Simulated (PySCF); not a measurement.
Fractional electron number in Eu²⁺ (europium, charge +2)

The 4f alpha orbital of [Xe] 4f7 is emptied in steps (occupation f), with all orbitals relaxed, ending at [Xe] 4f6. Calculation: PySCF 2.14, in def2-SVP with the def2 core potential (28 electrons) (10s6p4d3f1g, 78 functions); a scalar-relativistic core potential. The exact energy is a straight line in f; departures are measured from the line between the end points of the same method.

**Question.** Among BHandHLYP, wB97X, MN15, which shows the largest delocalisation error (convex curve), and which is closest to linear?

**Answer.** Most convex: MN15 (-1.207 eV at f = 0.4); closest to linear: BHandHLYP (-0.454 eV).

```csv
f,BHandHLYP (eV),wB97X (eV),MN15 (eV)
1,0.000,0.000,0.000
0.8,-0.289,-0.458,-0.785
0.6,-0.444,-0.695,-1.192
0.4,-0.454,-0.702,-1.207
0.2,-0.309,-0.472,-0.814
0,0.000,0.000,0.000
```

| method | E(f=0) − E(f=1) (eV) | −ε at f=1 (eV) | −ε at f=0.4 (eV) |
| --- | --- | --- | --- |
| BHandHLYP | 24.829 | 23.073 | 25.157 |
| wB97X | 25.551 | 22.726 | 26.102 |
| MN15 | 27.816 | 22.973 | 28.749 |

Reference removal energy between the ground levels: 24.84 ± 0.03 eV (semi-empirical (NIST evaluation); NIST Atomic Spectra Database, ionization energies). The calculation has no spin-orbit coupling. The determinant left behind need not be the lowest term of the ion.
